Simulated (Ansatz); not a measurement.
# A barrier at the coupled-cluster level

Start structure (SiH2BrClF2, singlet), relaxed at PBE0-D4/def2-TZVP:

| atom | x (Å) | y (Å) | z (Å) |
| --- | --- | --- | --- |
| Si1 | -0.9054 | -0.5358 | -0.4660 |
| Br2 | 0.6041 | -1.5927 | 0.7267 |
| F3 | -0.1909 | 0.1477 | -1.6914 |
| F4 | -1.5510 | 0.5915 | 0.4237 |
| H5 | -1.9399 | -1.4606 | -0.9372 |
| H6 | 1.8832 | 0.7958 | 1.0349 |
| Cl7 | 2.0998 | 2.0539 | 0.9092 |

The step: SiHBrF₂ ([F][SiH]([F])[Br]) + HCl → SiHClF₂ ([F][SiH]([F])[Cl]) + HBr; bonds formed: Si1–Cl7, Br2–H6; bonds broken: Si1–Br2, H6–Cl7. Program: Ansatz 0.2.0. Basis: def2-TZVPP and def2-QZVPP. Cores are frozen in the correlated methods. Filled d shells of the heavier atoms are correlated. The def2 sets are not built for correlating such inner shells, so the correlated values are less sure here. Extrapolation: Hartree–Fock as exp(−7.88 √X), correlation as X^−2.97. Energies below are by CCSD(T) at an estimated basis limit (MP2 extrapolated from triple and quadruple zeta, plus CCSD(T) − MP2 in triple zeta).

Q: What are the electronic barrier and the energy of the step, from the start structure to the end structure? (An estimate is asked for; the value comes from the calculation.)

A: The calculation gives: Barrier 1.558 eV; step energy -0.095 eV (downhill); reverse barrier, their difference, 1.653 eV. Barrier and step energy count from the start structure, the reverse barrier from the end structure.

The saddle point: One imaginary mode of 325i cm⁻¹.
```
   pair  start (Å)  saddle (Å)  end (Å)
Si1–Cl7       4.20        2.38     2.03
 Br2–H6       2.73        1.88     1.42
Si1–Br2       2.19        2.50     3.93
 H6–Cl7       1.28        1.41     3.09
```

Zero-point energy (harmonic, PBE0-D4): ZPE is 0.649 eV at the start and 0.621 eV at the saddle, so the barrier goes from 1.558 to 1.531 eV.

No T1 diagnostic of these runs exceeds 0.011.

Labels in which every atom is bracketed show which atoms are joined, not bond orders.

For scale, one of the runs: CCSD(T)/def2-TZVPP, 222 basis functions, launched by `ansatz run in.yaml --threads 8 --pin off --events-out ev --progress --plain --max-ram 19148MiB`. Time: 86 s of wall clock on 8 CPU threads of an Arm Neoverse V2; the host was shared. Peak host memory: 3.7 GiB.
